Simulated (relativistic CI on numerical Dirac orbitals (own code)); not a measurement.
## Transition arrays of La XV

These numbers are calculated, not measured: Dirac-Coulomb-Breit CI, separate exchange-only KLI orbitals for each configuration, model QED, valence Slater integrals scaled by 0.9, whole transition arrays (own radial code, finite nucleus).

Configurations in the expansion (outside the closed core [Ar] 3d10 4s2): 4p⁶4d⁷, 4p⁶4d⁶4f, 4p⁵4d⁸, 4p⁶4d⁶5p, 4p⁶4d⁶5f. Levels of other configurations are missing.

All E1 lines from the levels of 4p⁶4d⁷; mean and standard deviation are weighted by gf, and upper levels are sorted by their leading configuration.

| Upper configuration | Lines | Σgf | Mean (eV) | Mean (nm) | σ (eV) | Strongest line (nm) |
| --- | --- | --- | --- | --- | --- | --- |
| 4p⁶4d⁶4f | 2961 | 900.2 | 136.34 | 9.094 | 3.05 | 9.032 |
| 4p⁵4d⁸ | 275 | 15.8 | 127.06 | 9.758 | 19.61 | 8.947 |
| 4p⁶4d⁶5p | 1773 | 263.6 | 137.96 | 8.987 | 2.57 | 9.074 |
| 4p⁶4d⁶5f | 2825 | 15.2 | 219.38 | 5.652 | 2.91 | 5.575 |

Σgf per state of the lower configuration in bins of 0.1 nm over the central range (centre: value): 8.55: 0.07, 8.65: 0.09, 8.75: 0.30, 8.85: 0.48, 8.95: 1.19, 9.05: 4.32, 9.15: 2.42, 9.25: 0.60, 9.35: 0.11.

Q: How do configuration mixing and the scaling of the Slater integrals move the arrays?

A: Slater scale 0.9, no configuration mixing: 4p⁶4d⁶4f 132.3 ± 5.2 eV (Σgf 812.0), 4p⁵4d⁸ 115.2 ± 9.7 eV (Σgf 186.5), 4p⁶4d⁶5p 141.2 ± 2.7 eV (Σgf 107.4), 4p⁶4d⁶5f 218.7 ± 2.9 eV (Σgf 38.9); Slater scale 1: 4p⁶4d⁶4f 138.7 ± 3.5 eV (Σgf 627.0), 4p⁵4d⁸ 95.5 ± 2.9 eV (Σgf 3.9), 4p⁶4d⁶5p 139.7 ± 2.3 eV (Σgf 570.6), 4p⁶4d⁶5f 219.6 ± 3.2 eV (Σgf 14.4); Slater scale 0.8: 4p⁶4d⁶4f 133.7 ± 2.9 eV (Σgf 965.2), 4p⁵4d⁸ 124.9 ± 18.3 eV (Σgf 17.6), 4p⁶4d⁶5p 137.6 ± 3.5 eV (Σgf 174.8), 4p⁶4d⁶5f 219.2 ± 2.7 eV (Σgf 16.0). With mixing, levels are counted to their leading configuration, so an array can shrink or vanish into another, and the sums then hold other lines.
